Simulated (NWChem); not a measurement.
BeHSeF; SMILES [F][Be][SeH]

```xyz
4

Be    -0.0071     1.2182     0.0000
F     -0.0194     2.6073     0.0000
Se    -0.0363    -0.8090     0.0000
H      1.4378    -0.8317     0.0000
```
Atoms are numbered in this order, from 1.

Structure relaxed at the PBE0/def2-SVP level. B3LYP is NWChem's, with the RPA form of VWN correlation.

Symmetry labels are those of Cs in the frame above (b1 and b2, or b-type labels, depend on it).

Problem. List the 4 lowest vertical singlet excitations from B3LYP/def2-SVPD, TDA (NWChem).

Solution. 
```tsv
state	energy (eV)	oscillator strength	symmetry	leading excitation (squared amplitude)
S1	5.13	0.018	a"	HOMO → LUMO (0.87)
S2	5.48	0.057	a"	HOMO → LUMO+1 (0.87)
S3	6.27	0.003	a"	HOMO → LUMO+3 (0.93)
S4	6.53	0.068	a'	HOMO → LUMO+2 (0.84)
```
